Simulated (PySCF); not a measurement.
C₂H₈Cl₂OSi₂ (SMILES C[Si](C)(O)[SiH](Cl)Cl), singlet, geometry from GFN2-xTB, atoms displaced at random by about 0.08 Å a coordinate.

Here is a job for PySCF.
```python
from pyscf import gto, scf, dft

mol = gto.Mole()
mol.atom = '''
    Si    1.056357   -0.184156   -0.275067
    Cl    1.996689   -0.308326    1.694182
    Cl    1.252833    1.764161   -0.757494
    Si   -1.278548   -0.631271   -0.153012
    C    -2.080590    0.239495   -1.769887
    C    -2.119143    0.044455    1.410665
    O    -1.471330   -2.092506   -0.170144
    H     1.778290   -0.986742   -1.088315
    H    -3.198259   -0.098669   -1.738664
    H    -1.569355    0.047035   -2.626850
    H    -1.988762    1.366578   -1.728835
    H    -1.896796    1.083250    1.573044
    H    -1.801817   -0.426370    2.404971
    H    -3.167148   -0.065265    1.377040
    H    -1.352454   -2.657621   -0.992915
'''
mol.basis = 'sto-3g'
mol.charge = 0
mol.spin = 0
mol.verbose = 4
mol.build()

mf = dft.RKS(mol)
mf.xc = 'r2scan'
mf.kernel()
g = mf.nuc_grad_method()
grad = g.kernel()
```

Problem. Give the HOMO energy at the level R2SCAN/STO-3G, gradient (PySCF).

Solution. -3.83 eV

Problem. Estimate the HOMO-LUMO gap that R2SCAN/STO-3G, gradient returns for this input.

Solution. 6.30 eV

Problem. Estimate the Mulliken (on the basis functions themselves) charges in atom order that R2SCAN/STO-3G, gradient returns for this input.

Solution. Si1 0.58, Cl2 -0.36, Cl3 -0.33, Si4 0.82, C5 -0.39, C6 -0.42, O7 -0.48, H8 -0.10, H9 0.06, H10 0.08, H11 0.07, H12 0.09, H13 0.08, H14 0.09, H15 0.22

Problem. What number of basis functions does R2SCAN/STO-3G, gradient give?

Solution. 59

Problem. What dipole moment does R2SCAN/STO-3G, gradient give?

Solution. 5.17 D

Problem. Roughly what does it cost on one core?

Solution. about 23 core-seconds (a rough figure).
